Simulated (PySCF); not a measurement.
Isomers of C2H6OS. Isolated molecules, 0 K electronic values unless said otherwise. One relaxed conformer stands for each flexible species; it need not be the lowest. Strings in code marks are SMILES.

The S1–T1 gap (TDA) from two functionals at the same geometries (PBE0-D3(BJ)/def2-TZVP), both in PySCF: PBE-D3(BJ)/def2-TZVP and M06-2X/def2-TZVP. Excitations are Tamm–Dancoff values on a coarser integration grid. The basis has no diffuse functions, so Rydberg states are missing or too high.

```csv
species,M06-2X/def2-TZVP (eV)
"`CSCO` (C–S–C–O torsion -65°, S–C–O–H torsion -54°)",0.40
"`COCS` (C–O–C–S torsion -69°, O–C–S–H torsion -68°)",0.39
"`C[C@@H](O)S` (S–C–O–H torsion 47°, O–C–S–H torsion 66°)",0.40
```

Task: What does PBE-D3(BJ)/def2-TZVP give for each?

Result: 
- `CSCO` (C–S–C–O torsion -65°, S–C–O–H torsion -54°): 0.50
- `COCS` (C–O–C–S torsion -69°, O–C–S–H torsion -68°): 0.47
- `C[C@@H](O)S` (S–C–O–H torsion 47°, O–C–S–H torsion 66°): 0.46
Over these rows, drawn at random from the members with no instability flagged (it was tested for open shells, ions and some series alone), PBE minus M06-2X: mean +0.08 eV, from +0.06 eV to +0.10 eV.
